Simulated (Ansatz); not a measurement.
C4H12ClHfNO2, SMILES `CC[N](C)[Hf]([OH])([Cl])[O]C`. The species carries charge 0 and has multiplicity 1. Correlated methods include outer-core shells of Hf, which these sets cover unevenly. Hf takes the def2 core potential.

```xyz
21

C     1.6554   -0.6172    1.0674
C     0.5542   -1.6148    0.7697
N    -0.3548   -1.1612   -0.2587
C    -1.3813   -2.1440   -0.5334
Hf   -0.2421    0.6009   -1.2680
O    -1.8629    0.6942   -2.3043
Cl    1.6675    0.5647   -2.7059
O    -0.0595    2.0881   -0.0801
C     0.1398    3.0791    0.8694
H     1.2491    0.3231    1.4497
H     2.2519   -0.4032    0.1740
H     2.3365   -1.0124    1.8231
H    -0.0048   -1.8301    1.6945
H     1.0066   -2.5702    0.4603
H    -1.9791   -2.3613    0.3636
H    -0.9443   -3.0936   -0.8735
H    -2.0629   -1.7918   -1.3105
H    -2.5565    1.1827   -2.7375
H    -0.8019    3.5890    1.0981
H     0.5343    2.6553    1.8003
H     0.8547    3.8227    0.5020
```

**Question.** Give the diagnostics of a CCSD(T)/def2-TZVPP run (frozen core, Ansatz 0.2.0). (An estimate is asked.)

**Answer.** The calculation gave: T1 = 0.0140, largest single amplitude 0.027, largest double 0.018, (T) share of the correlation energy 4.0 %, 10 CCSD cycles. The RHF solution is stable towards an unrestricted one. T1 lies under the customary mark of 0.02 for closed shells.
